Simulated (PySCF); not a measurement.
Isomers of HB3O. All species are isolated molecules in the gas phase. One relaxed conformer stands for each flexible species; it need not be the lowest. Strings in code marks are SMILES.

Quantity: electronic energy of isomers of HB3O relative to `B=BB=O`, in eV.

Case: `B1B2OB12`. Geometry of `B1B2OB12` (neutral, multiplicity 1, Å):

```xyz
5

B      0.8039     0.0172     0.2246
B     -0.6337    -0.7670     0.4302
O     -1.6175    -0.0184    -0.1722
B     -0.5243     0.7907    -0.3765
H      1.9716    -0.0225     0.3061
```

Task: Give the electronic energy of isomers of HB3O relative to `B=BB=O` at the level HF/6-31G* // CAM-B3LYP-D3(BJ)/def2-TZVP (PySCF).

Result: 1.69 eV.
